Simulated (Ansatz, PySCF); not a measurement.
Reaction 2 R1 + R2 → P1 + P2, each structure at its B3LYP-D3(BJ)/def2-TZVP stationary point, reached from a drawn start (curvature not checked).
R1, H2 (SMILES [H][H]) (charge 0, multiplicity 1):
| atom | x (Å) | y (Å) | z (Å) |
|---|---|---|---|
| H | 0.0000 | 0.0000 | 0.3720 |
| H | 0.0000 | 0.0000 | -0.3720 |
P1: H2O (SMILES O), charge 0, multiplicity 1.
P2, SiH4 (SMILES [SiH4]) (charge 0, multiplicity 1, Z-matrix in Å and degrees):
```
Si
H 1 1.4803
H 1 1.4803 2 109.47
H 1 1.4803 2 109.47 3 120.00
H 1 1.4803 2 109.47 3 -120.00
```
R2: H2OSi (SMILES O=[SiH2]), charge 0, multiplicity 1.

P less R. No zero-point or thermal terms.

Frozen-core correlation throughout.

Codes used: Ansatz (Gaussian orbitals); PySCF for the D3/D4 terms. No computed number here is a measurement.

| level | reaction energy (kJ/mol) |
|---|---|
| HF/cc-pV(T+d)Z | -177.5 |
| SVWN5/def2-TZVPP | -168.8 |
| revPBE/def2-TZVPP | -124.1 |
| PBE0-D4/def2-TZVPP | -163.4 |
| BHLYP/def2-TZVPP | -164.5 |
| BHLYP-D4/def2-TZVPP | -164.0 |
| wB97M-V/def2-TZVPP | -146.8 |
| MP2/cc-pV(Q+d)Z | -126.6 |
| CCSD/cc-pV(T+d)Z | ? |

Problem. Complete the blanks.

Solution. 
- CCSD/cc-pV(T+d)Z, reaction energy (kJ/mol): -150.3

Ansatz is an electronic-structure program.
